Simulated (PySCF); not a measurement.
Dipole response of Te³⁺ (tellurium, charge +3)

[Kr] 4d10 5s2 5p1, 2P determinant. Computed with PySCF 2.14 in aug-cc-pVTZ-DK3 (8s7p5d2f, 68 functions), with the spin-free X2C one-electron Hamiltonian (Gaussian nucleus). Coupled (time-dependent) response in atomic units; α is the mean over directions.

| method | mean α (bohr³) | α xx, yy, zz | C₆ (like pair) | S(−4) |
| --- | --- | --- | --- | --- |
| UHF | 11.37 | 11.67, 10.76, 11.67 | 56.91 | 39.23 |
| PBE | 10.43 | 10.56, 10.18, 10.56 | 51.07 | 31.72 |
| PBE0 | 10.63 | 10.82, 10.27, 10.82 | 52.31 | 33.16 |
| PW91 | 10.40 | 10.53, 10.16, 10.53 | 50.85 | 31.55 |
| BP86 | 10.40 | 10.53, 10.14, 10.53 | 50.88 | 31.54 |

S(−4) is the Cauchy moment in α(ω) = α(0) + S(−4) ω² + …

Spin-orbit coupling is absent.

α(iu) at PW91:

```json
{"u (hartree)": "0", "α(iu) (bohr³)": "10.40"}
{"u (hartree)": "0.0500", "α(iu) (bohr³)": "10.32"}
{"u (hartree)": "0.100", "α(iu) (bohr³)": "10.10"}
{"u (hartree)": "0.200", "α(iu) (bohr³)": "9.291"}
{"u (hartree)": "0.300", "α(iu) (bohr³)": "8.224"}
{"u (hartree)": "0.500", "α(iu) (bohr³)": "6.105"}
{"u (hartree)": "0.750", "α(iu) (bohr³)": "4.203"}
{"u (hartree)": "1.00", "α(iu) (bohr³)": "3.037"}
{"u (hartree)": "1.50", "α(iu) (bohr³)": "1.825"}
{"u (hartree)": "2.00", "α(iu) (bohr³)": "1.241"}
{"u (hartree)": "3.00", "α(iu) (bohr³)": "0.6929"}
{"u (hartree)": "5.00", "α(iu) (bohr³)": "0.3050"}
```

A single London oscillator, α(iu) = α/(1 + u²/ω²), gives C₆ = (3/4) ω α². Matching the computed C₆ needs ω = 4 × 50.85 / (3 × 10.40²) = 0.627 hartree.

For an ion, C₆ is the dispersion term alone; charge-induced terms of lower order in 1/R come first.

The components differ because the open shell of this determinant is not spherical; for a pure term their mean is the scalar polarisability.
